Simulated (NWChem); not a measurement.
System: pyrimidine (C4H4N2); SMILES c1cncnc1

NWChem printed, in part:

```
             Northwest Computational Chemistry Package (NWChem) 7.3.0
             --------------------------------------------------------

 C2V symmetry detected

                             Geometry "geometry" -> ""
                             -------------------------

 Output coordinates in angstroms (scale by  1.889725989 to convert to a.u.)

  No.       Tag          Charge          X              Y              Z
 ---- ---------------- ---------- -------------- -------------- --------------
    1 C                    6.0000     0.00000000     0.00000000    -1.35357432
    2 C                    6.0000    -1.18267601     0.00000000    -0.61804950
    3 N                    7.0000    -1.18952777     0.00000000     0.71229430
    4 C                    6.0000     0.00000000     0.00000000     1.30726006
    5 N                    7.0000     1.18952777     0.00000000     0.71229430
    6 C                    6.0000     1.18267601     0.00000000    -0.61804950
    7 H                    1.0000     0.00000000     0.00000000    -2.44519529
    8 H                    1.0000    -2.15869114     0.00000000    -1.11834524
    9 H                    1.0000     0.00000000     0.00000000     2.40424526
   10 H                    1.0000     2.15869114     0.00000000    -1.11834524

 Effective nuclear repulsion energy (a.u.)     209.2743109761

      Symmetry information
      --------------------

 Group name             C2v
 Group number             16
 Group order               4
 No. of unique centers     7

  pbe96 is a nonlocal functional; adding pw91lda local functional.

                                 NWChem DFT Module
                                 -----------------

 Summary of "ao basis" -> "ao basis" (spherical)
 ------------------------------------------------------------------------------
       Tag                 Description            Shells   Functions and Types
 ---------------- ------------------------------  ------  ---------------------
 C                         6-311++g**               10       22   5s4p1d
 N                         6-311++g**               10       22   5s4p1d
 H                         6-311++g**                5        7   4s1p

      Symmetry analysis of basis
      --------------------------

        a1         70
        a2         15
        b1         50
        b2         25

            General Information
            -------------------
          SCF calculation type: DFT
          Wavefunction type:  closed shell.
          No. of atoms     :    10
          No. of electrons :    42
           Alpha electrons :    21
            Beta electrons :    21
          Charge           :     0
          Spin multiplicity:     1
          Use of symmetry is: on ; symmetry adaption is: on
          Maximum number of iterations: 150
          AO basis - number of functions:   160
                     number of shells:    80
          Convergence on energy requested:  1.00D-06
          Convergence on density requested:  1.00D-05
          Convergence on gradient requested:  5.00D-04

              XC Information
              --------------
          PerdewBurkeErnzerhof Exchange Functional  1.000
            Perdew 1991 LDA Correlation Functional  1.000 local
           PerdewBurkeErnz. Correlation Functional  1.000 non-local

             Grid Information
             ----------------
          Grid used for XC integration:  medium
          Radial quadrature: Mura-Knowles
          Angular quadrature: Lebedev.
          Tag              B.-S. Rad. Rad. Pts. Rad. Cut. Ang. Pts.
          ---              ---------- --------- --------- ---------
          C                   0.70       49          14.0       434
          N                   0.65       49          14.0       434
          H                   0.35       45          15.0       434
          Grid pruning is: on
          Number of quadrature shells:   331
          Spatial weights used:  Erf1

      Superposition of Atomic Density Guess
      -------------------------------------

 Sum of atomic energies:        -261.29168019

      Non-variational initial energy
      ------------------------------

 Total energy =    -265.192910
 1-e energy   =    -766.130487
 2-e energy   =     291.663266
 HOMO         =      -0.297594
 LUMO         =      -0.048143

      Symmetry analysis of molecular orbitals - initial
      -------------------------------------------------

  Numbering of irreducible representations:

     1 a1          2 a2          3 b1          4 b2

  Orbital symmetries:

     1 a1          2 b1          3 a1          4 b1          5 a1
     6 a1          7 a1          8 b1          9 a1         10 a1
    11 b1         12 a1         13 b1         14 a1         15 b2
    16 b1         17 a1         18 a2         19 a1         20 b2
    21 b1         22 a2         23 b2         24 a1         25 a1
    26 b1         27 a1         28 b2         29 b1         30 a1
    31 b2

[...]

                         DFT ENERGY GRADIENTS

    atom               coordinates                        gradient
                 x          y          z           x          y          z
   1 C       0.000000   0.000000  -2.557885    0.000000   0.000000   0.005409
   2 C      -2.234934   0.000000  -1.167944    0.003746   0.000000   0.010480
   3 N      -2.247882   0.000000   1.346041    0.014044   0.000000  -0.008177
   4 C       0.000000   0.000000   2.470363    0.000000   0.000000  -0.009874
   5 N       2.247882   0.000000   1.346041   -0.014044   0.000000  -0.008177
   6 C       2.234934   0.000000  -1.167944   -0.003746   0.000000   0.010480
   7 H       0.000000   0.000000  -4.620749    0.000000   0.000000   0.000114
   8 H      -4.079335   0.000000  -2.113366   -0.000146   0.000000  -0.000502
   9 H       0.000000   0.000000   4.543365    0.000000   0.000000   0.000748
  10 H       4.079335   0.000000  -2.113366    0.000146   0.000000  -0.000502
```

Level: PBE/6-311++G** (spherical d). The geometry was optimised at PBE0/def2-SVP.

### Question
Reconstruct the input file.

### Answer
Several could match; the one computed here: the input that was run:
```
start job
memory heap 200 mb stack 900 mb global 1100 mb
geometry units angstroms noautoz
  C     -1.349193    -0.011806     0.000000
  C     -0.603321    -1.187982     0.000000
  N      0.727031    -1.183150     0.000000
  C      1.311539     0.011536     0.000000
  N      0.706161     1.195814     0.000000
  C     -0.624072     1.177279     0.000000
  H     -2.440772    -0.021379     0.000000
  H     -1.095027    -2.168347     0.000000
  H      2.408482     0.021159     0.000000
  H     -1.132919     2.148869     0.000000
end
basis spherical
  * library 6-311++g**
end
dft
  xc xpbe96 cpbe96
  iterations 150
  mulliken
end
task dft gradient
```
